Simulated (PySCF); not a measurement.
A GIAO shielding run with PySCF 2.14.0 with density-fitted response routines (density fitting, non-relativistic, gas phase) on `FC(C[C@@H](C)[SiH](N)N)(F)F`, C4H11F3N2Si:

```
$ OMP_NUM_THREADS=1 python probes_run.py task.json out

{"job": {"kind": "nmr", "xc": "PBE0", "basis": "pcSseg-1"}, "charge": 0, "multiplicity": 1}
C      0.399902     2.021074     0.351910
C      0.381599     0.495294     0.390342
C      1.652103    -0.016992    -0.290882
C      1.819316    -1.512401    -0.193005
F      1.618316    -1.991869     1.045205
F      0.986354    -2.200366    -0.994364
F      3.060356    -1.901033    -0.543355
Si    -1.229881    -0.191463    -0.404584
N     -2.623319     0.812855    -0.272758
N     -1.655542    -1.565923     0.537137
H      1.303538     2.417412     0.814762
H      0.358125     2.379722    -0.674934
H     -0.457739     2.420434     0.886430
H      0.423141     0.188804     1.439496
H      1.651459     0.238253    -1.352380
H      2.540544     0.427087     0.168946
H     -1.013888    -0.304853    -1.853299
H     -3.098841     0.854121     0.613239
H     -2.609180     1.722340    -0.700706
H     -0.967459    -2.284771     0.688009
H     -2.547824    -1.990782     0.344317
```

Hardware: 1 thread of an Intel Xeon Platinum 8259CL, shared host. The job also computes population analyses, field gradients.

**Question.** How large is the calculation?

**Answer.** 90 electrons, 232 basis functions and 1218 auxiliary functions.

**Question.** How long does it take, and how much memory does it need?

**Answer.** 75 s of wall time, with 14 SCF cycles and 4 response iterations; peak memory 1.1 GiB. Times on a shared host scatter by some tens of per cent.
